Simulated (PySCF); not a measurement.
Species: methyl p-tolyl sulfide, C8H10S.
Numbering: `[CH3:1][S:2][c:3]1[cH:4][cH:5][c:6]([CH3:7])[cH:8][cH:9]1` (hydrogens: H10, H11, H12 on C1; H13 on C4; H14 on C5; H15, H16, H17 on C7; H18 on C8; H19 on C9)

All values: PBE0/pcSseg-1 and wB97X-D/def2-SVPD (PySCF, non-relativistic), on one gas-phase PBE0-D3(BJ)/def2-SVP geometry that isn't relaxed in the solvent. The solvent is an IEF-PCM continuum (Bondi radii, 1.10 Å for H, scaled by 1.2). Only the electrostatic response of the medium enters.

Gas phase at PBE0/pcSseg-1: HOMO -5.92 eV, LUMO -0.25 eV, dipole 1.40 D.

**Question.** What does the continuum do to the energy, the frontier levels and the dipole at PBE0/pcSseg-1 in acetone?

**Answer.** 
```
solvent      ε  E(solvent) − E(gas) (kJ/mol)  polarisation term (kJ/mol)  distortion of the solute (kJ/mol)  HOMO (eV)  LUMO (eV)  dipole (D)
acetone  20.49                        -20.46                      -23.52                               3.06      -6.04      -0.33        1.99
```

The first energy column is the sum of the next two and covers electrostatics alone.

**Question.** Which radius a makes the point-dipole formula ΔE = −[(ε − 1)/(2ε + 1)]·μ²/a³ give the value in acetone, with the gas-phase dipole?

**Answer.** μ = 0.552 au and |ΔE| = 0.00779 Eh give a = 1.39 Å; the farthest nucleus lies 4.66 Å from the centroid of the nuclei, so such a sphere wouldn't even hold the nuclei. The formula assumes a rigid point dipole at the centre of a sphere.

**Question.** Which Mulliken charges (PBE0/pcSseg-1) respond most in acetone (means over atoms taken as equivalent)?

**Answer.** 
```tsv
atoms	environment	gas (e)	solvent (e)	change
S2	sulfide sulfur	+0.102	+0.051	-0.051
C6	substituted aromatic carbon	-0.313	-0.341	-0.028
C3	substituted aromatic carbon	-0.331	-0.349	-0.018
H13/H19	aromatic hydrogen	+0.088	+0.106	+0.018
H14/H18	aromatic hydrogen	+0.075	+0.092	+0.017
H10/H11/H12	methyl hydrogen	+0.161	+0.174	+0.013
```

**Question.** Which Mayer bond orders change most in acetone?

**Answer.** 
| bond | length (Å) | gas | solvent | change |
| --- | --- | --- | --- | --- |
| S2–C3 | 1.763 | 1.075 | 1.058 | -0.017 |
| C1–S2 | 1.797 | 1.015 | 1.002 | -0.013 |
| C3–C4 | 1.404 | 1.353 | 1.342 | -0.011 |
| C6–C8 | 1.396 | 1.420 | 1.411 | -0.009 |
| C1–H10 | 1.099 | 0.953 | 0.946 | -0.007 |
| C5–C6 | 1.403 | 1.373 | 1.367 | -0.006 |
| C7–H15 | 1.099 | 0.959 | 0.955 | -0.004 |
| C7–H16 | 1.101 | 0.953 | 0.949 | -0.004 |

**Question.** How do the nuclear quadrupole coupling constants eQVzz/h respond in acetone?

**Answer.** 
```json
{"nucleus": "33S at S2", "Q (barn)": "-0.06781", "gas (MHz)": "44.79", "solvent (MHz)": "43.11", "η gas": "0.73", "η solvent": "0.74"}
```

Gas phase at wB97X-D/def2-SVPD: HOMO -7.62 eV, LUMO 1.39 eV, dipole 1.47 D.

**Question.** What does the continuum do to the energy, the frontier levels and the dipole at wB97X-D/def2-SVPD in acetone?

**Answer.** 
```tsv
solvent	ε	E(solvent) − E(gas) (kJ/mol)	polarisation term (kJ/mol)	distortion of the solute (kJ/mol)	HOMO (eV)	LUMO (eV)	dipole (D)
acetone	20.49	-19.53	-23.00	3.47	-7.74	1.34	2.16
```

**Question.** How does the static polarisability (wB97X-D/def2-SVPD, frozen core, with the continuum's full static response) change?

**Answer.** 
```json
{"medium": "gas", "isotropic (au)": "117.7", "principal values (au)": "73.8, 113.8, 165.6", "⟨r²⟩ of the electrons (bohr²)": "1752.7"}
{"medium": "acetone", "isotropic (au)": "164.2", "principal values (au)": "106.3, 166.6, 219.6", "⟨r²⟩ of the electrons (bohr²)": "1750.2"}
```

The isotropic value in acetone is 1.39 times the gas-phase one; no cavity-field correction is applied. ⟨r²⟩ is taken about the centre of nuclear charge.

Rough CPU time on one thread of a shared machine: about 1.7 min. This is the whole shielding run at PBE0/pcSseg-1 in acetone, SCF included.

Shape of the structure used: `[CH3:1][S:2][c:3]1[cH:4][cH:5][c:6]([CH3:7])[cH:8][cH:9]1`: C1–S2–C3–C4 180°.

The pairwise dispersion term of wB97X-D wasn't added to the energies; at a given geometry it leaves orbitals and properties as they are.
